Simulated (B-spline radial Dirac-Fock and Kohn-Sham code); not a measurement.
Z = 67 (holmium), transition energy 2000 keV. Method: a Dirac-Hartree-Slater potential of the neutral atom with a Latter tail (no hole, which puts coefficients of high multipoles low close above an edge), finite nucleus with surface currents. Computed with a B-spline atomic structure program. Subshells that would emit electrons below 1 keV are left out, and so is internal pair formation.

Q: A pure transition shows α(K) = 0.00357, L1/L2 = 13.4 and L1/L3 = 89.3. What is its multipolarity?
A. E1
B. E4
C. M1
D. E3
E. E2
F. M3
G. M2
H. M4

A: F. For comparison, α(K), L1/L2, L1/L3 are E1 0.000340, 38.2, 31.0; E2 0.000717, 17.8, 38.5; E3 0.00130, 9.79, 40.4; E4 0.00214, 6.40, 37.3; M1 0.000950, 24.2, 93.0; M2 0.00211, 17.7, 124; M4 0.00560, 10.5, 49.4.
